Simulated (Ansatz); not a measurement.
C4H8Sn, SMILES `C#[C][SnH]([CH3])[CH3]`. Charge 0, multiplicity 1. Sn takes the def2 core potential. Geometry: relaxed with PBE0-D4/def2-TZVP.

```xyz
13

C    -3.019    0.442   -0.448
C    -1.885    0.042   -0.339
Sn    0.094   -0.619   -0.141
C     1.289    0.539   -1.479
C     0.663   -0.327    1.896
H    -4.021    0.793   -0.544
H     0.115   -2.276   -0.563
H     0.937    0.405   -2.501
H     2.333    0.229   -1.418
H     1.215    1.594   -1.214
H     1.688   -0.664    2.054
H     0.592    0.732    2.146
H    -0.002   -0.890    2.551
```

Problem. What is the dipole moment at PBE/def2-TZVPP? (An estimate is asked.)

Solution. The calculation gave: 1.12 D, with components (1.02, 0.37, 0.28) D in this frame, pointing from negative to positive charge.

Problem. And with r2SCAN, B3LYP, ωB97M-V? (Best estimate.)

Solution. Computed: r2SCAN 1.11 D, B3LYP 1.10 D, ωB97M-V 1.05 D.

Problem. Give the Mulliken charges with PBE, ωB97M-V, r2SCAN in def2-TZVPP. (An estimate is asked.)

Solution. Ansatz gave: 
```csv
atom,PBE,ωB97M-V,r2SCAN
C1,-0.12,-0.11,-0.17
C2,-0.46,-0.55,-0.49
Sn3,0.92,0.91,0.96
C4,-0.57,-0.61,-0.48
C5,-0.57,-0.61,-0.48
H6,0.19,0.22,0.21
H7,-0.13,-0.10,-0.14
H8,0.13,0.15,0.10
H9,0.12,0.14,0.09
H10,0.13,0.14,0.10
H11,0.12,0.14,0.09
H12,0.13,0.14,0.10
H13,0.13,0.15,0.10
```

B3LYP here is the variant with VWN-RPA as its local correlation; programs differ in this.
